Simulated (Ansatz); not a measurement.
`[CH3][Sn]([Cl])([Cl])[Cl]` + HBr → `[Cl][Sn]([Cl])([Cl])[Br]` + CH₄ at 500 K and 1 bar (ligand exchange at the Sn–C bond).

Computed with Ansatz on PBE0-D4/def2-TZVP structures; ΔE is electronic, products minus reactants. CCSD(T)/CBS is the MP2 limit (def2-TZVPP, def2-QZVPP) plus CCSD(T) − MP2 in def2-TZVPP, frozen cores. This one scheme is used for every species. def2 core potentials past Kr. For Br, Sn outer-core shells are correlated without core-valence functions, which leaves a few kJ/mol of doubt a bond. Scalar relativity is left out up to krypton.

```tsv
species	CCSD(T)/CBS energy (Eh)	H − E (kJ/mol)	S (J/(mol·K))
`[CH3][Sn]([Cl])([Cl])[Cl]`	-1633.37264	154.3	456.0
HBr	-2573.91920	30.5	213.7
`[Cl][Sn]([Cl])([Cl])[Br]`	-4166.86464	55.7	444.0
CH₄	-40.46206	135.6	206.8
```

H − E and S are ideal-gas, rigid-rotor, harmonic terms from PBE0-D4/def2-TZVP. 1 Eh = 2625.50 kJ/mol, R = 8.31446 J/(mol·K).

Q: By hand: ΔE, ΔH, ΔS and ΔG.

A: ΔE = (-4166.86464) + (-40.46206) − (-1633.37264) − (-2573.91920) = -0.03486 Eh = -91.5 kJ/mol. Δ(H − E) = 55.7 + 135.6 − 154.3 − 30.5 = 6.5, so ΔH = -85.0 kJ/mol. ΔS = 444.0 + 206.8 − 456.0 − 213.7 = -18.9 J/(mol·K). ΔG = -85.0 − 500 × (-18.9)/1000 = -75.5 kJ/mol.

Q: By hand: the equilibrium constant, and the temperature at which ΔG would vanish if ΔH and ΔS stayed fixed.

A: log₁₀ K = −ΔG/(RT ln 10) = 7.9. ΔG = 0 at ΔH/ΔS = 4497 K, far beyond where these terms or the molecules hold.

ΔH outweighs TΔS. A doubt of 5 kJ/mol in ΔE shifts log₁₀ K by 0.5 here. These are equilibria of isolated gas molecules and say nothing of rates. Largest T1 diagnostic: 0.010 (customary marks: 0.02 for closed shells, 0.045 for open ones).
